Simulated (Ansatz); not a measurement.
`BN(C)[SiH2]S`, relaxed with RKS PBE-D4/def2-SVP in Ansatz from a rough embedded geometry. The force threshold is 0.03 eV/Å; the program also tests the step.

Charge 0, multiplicity 1.

Start:

```xyz
13

B     0.499   -1.143    1.040
N     0.520   -0.191   -0.159
C     1.303    0.972    0.200
Si   -1.196    0.346   -0.464
S    -2.269   -1.328   -1.362
H     0.018   -0.881    2.060
H     0.880   -2.273    0.878
H     2.329    0.695    0.498
H     1.372    1.668   -0.583
H     0.887    1.486    1.135
H    -1.136    1.385   -1.510
H    -1.838    0.781    0.722
H    -1.369   -1.515   -2.456
```

```csv
step,energy (eV),largest force (eV/Å),largest move (Å)
1,-22025.0874,2.823,0.000
2,-22025.4775,1.749,0.195
3,-22025.7074,0.866,0.166
4,-22025.9024,0.523,0.200
5,-22026.0855,0.604,0.195
6,-22026.2656,0.694,0.195
7,-22026.4416,0.631,0.200
8,-22026.5994,0.484,0.196
9,-22026.7116,0.345,0.200
10,-22026.7894,0.293,0.200
11,-22026.8232,0.397,0.195
12,-22026.8556,0.185,0.200
13 (rejected),-22026.8222,0.640,0.200
14,-22026.8694,0.436,0.100
15,-22026.8769,0.149,0.082
16,-22026.8804,0.118,0.113
17,-22026.8821,0.127,0.084
18,-22026.8835,0.063,0.042
19,-22026.8844,0.058,0.060
20,-22026.8858,0.051,0.035
21,-22026.8871,0.069,0.073
22,-22026.8878,0.077,0.049
23,-22026.8889,0.082,0.061
24,-22026.8898,0.093,0.051
25,-22026.8905,0.085,0.066
26,-22026.8909,0.074,0.039
27,-22026.8913,0.048,0.007
28,-22026.8917,0.019,0.010
```

End:

```xyz
13

B     0.709   -1.311    0.674
N     0.306   -0.016    0.294
C     1.089    1.177    0.643
Si   -1.140    0.352   -0.695
S    -2.454   -1.309   -1.031
H     1.736   -1.436    1.320
H     0.043   -2.275    0.355
H     1.990    0.879    1.212
H     1.420    1.729   -0.264
H     0.499    1.883    1.267
H    -0.653    0.946   -1.988
H    -1.976    1.366    0.033
H    -1.569   -1.983   -1.820
```

It took 49 s on 4 threads of an Arm Neoverse V1 on a shared host, with 0.19 GiB of host memory at the peak.
